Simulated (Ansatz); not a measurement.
A run for Ansatz (a program for electronic structure): U-B3LYP-D3(BJ)/def2-TZVP on CMoO (SMILES [O+]#[C-]->[Mo]), 2S+1 = 3, a spin state set in the input, which need not be the lowest. Elements past Kr take the def2 small-core potentials; no spin–orbit coupling.

Ansatz 0.2 input:
```yaml
crystal:
  periodic: [false, false, false]
  atoms:
    - {symbol: Mo, position_ang: [-1.07575079, -0.87095018, -0.97766551]}
    - {symbol: O, position_ang: [0.85947633, 0.71671317, 0.76473414]}
    - {symbol: C, position_ang: [0.18310574, 0.20170861, 0.14261174]}
basis:
  gaussian:
    orbitals: def2-TZVP
hamiltonian:
  xc: b3lyp
  dispersion: d3bj
magnetization: {spin_polarized: true, initial_magnetization: 2}
relax: {f_tol: 0.005, max_steps: 120}
```

Question: Predict the final total energy.

Answer: -181.4968 hartree. Its determinant has ⟨S²⟩ = 2.65, a mixture of spin states.

Question: How many basis functions does it have, and what does it roughly cost on one machine?

Answer: 102 functions; about 7 core-minutes (a rough figure).
